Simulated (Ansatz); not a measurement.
Ideal-gas functions of C$_{2}$H$_{3}$FGe, SMILES `C#[C][GeH2][F]` at 400 K and 1 bar, from an Ansatz frequency run at PBE0-D4/def2-TZVP.

Molar mass 118.65 g/mol, point group Cs (symmetry number 1), electronic degeneracy 1, moments of inertia 41.54, 167.689, 202.561 u Å². Harmonic wavenumbers (cm⁻¹, unscaled): 131, 213, 319, 531, 574, 668, 703, 729, 748, 802, 867, 2169, 2199, 2202, 3465.

Use S(trans) = R[1.5 ln M + 2.5 ln T − 1.1517]; rotational temperatures θ = 24.2544 K / I; S(rot) = R[ln(√π/σ · √(T³/θAθBθC)) + 1.5]; for each mode x = 1.438777 ν̃/T, S = R[x/(eˣ − 1) − ln(1 − e⁻ˣ)] and H = RT x/(eˣ − 1); 1 cm⁻¹ = 0.0119627 kJ/mol; R = 8.31446 J/(mol·K).

Q: By hand: the entropy, in J/(mol·K).

A: Translation 174.5. Rotation: θ = 0.5839, 0.1446, 0.1197 K, giving 111.1. Vibration, mode by mode: 14.65, 10.73, 7.61, 4.09, 3.62, 2.78, 2.51, 2.33, 2.21, 1.90, 1.58, 0.03, 0.03, 0.03, 0.00, in all 54.1. Electronic 0.0. Sum 339.7 J/(mol·K).

Q: By hand: H − E and G − E in kJ/mol, counted from the electronic energy.

A: Zero-point energy ½ × 16320 × 0.0119627 = 97.6; thermal vibration 12.6; translation, rotation and pV give 4 RT = 13.3. H − E = 123.5 kJ/mol, and G − E = 123.5 − 400 × 339.7/1000 = -12.4 kJ/mol.

Vibration gives 16 % of the entropy, 14.6 J/(mol·K) of it from the mode under 150 cm⁻¹: soft modes count most, and the harmonic formula is weakest for them.
